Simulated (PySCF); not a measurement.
An equivalent PySCF input for Tc (technetium, neutral), [Kr] 4d5 5s2, high-spin 6S determinant, with a scalar-relativistic core potential:

```python
from pyscf import gto, scf, dft, mp, cc
import basis_set_exchange as bse
txt = bse.get_basis("cc-pVTZ-PP", elements=["Tc"], fmt="nwchem", header=False)
cut = txt.index("\nECP")
mol = gto.M(atom="Tc 0 0 0", charge=0, spin=5, symmetry="D2h",
            basis=gto.basis.parse(txt[:cut]),
            ecp={"Tc": gto.basis.parse_ecp(txt[cut:])})
mf = dft.UKS(mol, xc="B3LYP")
mf.irrep_nelec = {'Ag': (4, 2), 'B1g': (1, 0), 'B2g': (1, 0), 'B3g': (1, 0), 'B1u': (1, 1), 'B2u': (1, 1), 'B3u': (1, 1)}
mf.kernel()
```

It reaches the same state as the run whose output follows, with an energy that differs only through the grid. The run itself started from symmetry-adapted Hartree-Fock orbitals and held the occupation by maximum overlap, on a logarithmic radial grid, so the iterations belong to that start.

```
SCF conv_tol = 1e-09
number electrons alpha = 10  beta = 5
XC functionals = B3LYP
    P. J. Stephens, F. J. Devlin, C. F. Chabalowski, and M. J. Frisch.,  J. Phys. Chem. 98, 11623 (1994)
cycle= 1 E= -80.4632371289017  delta_E= -0.00924  |g|= 0.0123  |ddm|= 0.264
cycle= 2 E= -80.4633724199464  delta_E= -0.000135  |g|= 0.00296  |ddm|= 0.0344
cycle= 3 E= -80.4633763696784  delta_E= -3.95e-06  |g|= 0.00222  |ddm|= 0.00657
cycle= 4 E= -80.4633781614013  delta_E= -1.79e-06  |g|= 0.000136  |ddm|= 0.0024
cycle= 5 E= -80.4633781724536  delta_E= -1.11e-08  |g|= 1.01e-05  |ddm|= 0.000166
cycle= 6 E= -80.463378172554  delta_E= -1e-10  |g|= 3.44e-07  |ddm|= 2.41e-05
converged SCF energy = -80.463378172554  <S^2> = 8.7601981  2S+1 = 6.0033984
```

Energies and moments cover only the electrons outside the core potential.
